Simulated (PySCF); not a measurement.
Al(Cl)(H)(SiH3) (AlClH4Si), SMILES [AlH]([Cl])[SiH3].

Coordinates come from a PBE0-D3(BJ)/def2-TZVP optimisation.

Level of theory: IEF-PCM-B3LYP/def2-SVP (PySCF 2.14.0).

The values are the electrostatic part of the solvation free energy, E(continuum) − E(gas) at the gas-phase geometry, in a cavity of scaled van der Waals radii (PySCF's table); cavitation and dispersion terms are not included. A continuum can't describe solvent molecules that bind to the metal. In vacuum the orbital gap is 5.45 eV. The dipole moment in vacuum is 1.06 D.

```json
[
 {"solvent": "water", "ε": "78.36", "ΔG(elec) (kcal/mol)": "-4.8", "dipole (D)": "1.42", "gap (eV)": "5.80"},
 {"solvent": "1-octanol", "ε": "9.86", "ΔG(elec) (kcal/mol)": "-4.1", "dipole (D)": "1.37", "gap (eV)": "5.75"},
 {"solvent": "diethylether", "ε": "4.24", "ΔG(elec) (kcal/mol)": "-3.1", "dipole (D)": "1.30", "gap (eV)": "5.68"}
]
```
